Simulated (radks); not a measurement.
Q: Spherical quantum dot in the effective-mass picture: electrons in a parabolic well V = omega^2 r^2 / 2 with omega = 0.117, with a point charge +1 (a donor) at the centre, all in effective atomic units (hartree* = m*/eps^2 hartree, bohr* = eps/m* bohr), one dielectric constant everywhere. Calculated with a radial shooting solver with Libxc functionals: non-relativistic Kohn-Sham, exchange-only LDA, spin-polarised, spherical densities. Levels are named by radial order and angular momentum (1s, 1p, 1d, 2s, ...), and open shells are averaged over m. At N = 27 the configuration is 1s2 1p6 1d10 2s2 1f(up 7, down 0). Does electron 28 go into 2p up or 1g up or 1f down?

A: Into 1f down. The total energies of the other choices lie higher by 0.00325 hartree* (2p up), 0.00910 hartree* (1g up).
